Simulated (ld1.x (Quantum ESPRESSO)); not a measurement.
# u(r) = r·R(r): atom against pseudo-atom (potassium (K))

Columns: radius, all-electron u(r) and pseudo u(r) of the 3p shell (level -20.16 eV) of potassium in the configuration [Ne] 3s2 3p6 3d0 4s0.75 4p0; PBE, scalar-relativistic, TM scheme, ld1.x (Quantum ESPRESSO) 7.5.

```csv
r (bohr),all-electron,pseudo
0.210,0.4343,-0.0769
0.420,0.0790,-0.2791
0.630,-0.4212,-0.5322
0.840,-0.7437,-0.7481
1.050,-0.8769,-0.8668
1.260,-0.8801,-0.8791
1.470,-0.8122,-0.8153
1.680,-0.7138,-0.7156
1.890,-0.6083,-0.6086
2.100,-0.5080,-0.5080
2.310,-0.4185,-0.4185
2.520,-0.3414,-0.3414
2.730,-0.2766,-0.2766
2.940,-0.2229,-0.2229
3.150,-0.1789,-0.1789
3.360,-0.1430,-0.1430
3.570,-0.1141,-0.1141
3.780,-0.0908,-0.0908
3.990,-0.0722,-0.0722
4.200,-0.0574,-0.0574
4.410,-0.0455,-0.0455
4.620,-0.0361,-0.0361
4.830,-0.0286,-0.0286
5.040,-0.0226,-0.0226
5.250,-0.0178,-0.0178
5.460,-0.0141,-0.0141
```

Q: How many radial nodes do the two functions have?

A: The all-electron 3p function has n − l − 1 = 1; the pseudo-wave has 0, since the states of the same l below it are removed with the core.

Q: At about which radius was the pseudo-wave matched?

A: 2.25 bohr. The columns agree to 0.0005 from 1.89 bohr on; several derivatives are matched, so the curves merge somewhat inside the radius.

Q: Is the pseudo-wave norm-conserving?

A: Yes: the TM scheme keeps the norm inside the radius equal to the all-electron one, which fixes the energy derivative of the logarithmic derivative at the level.
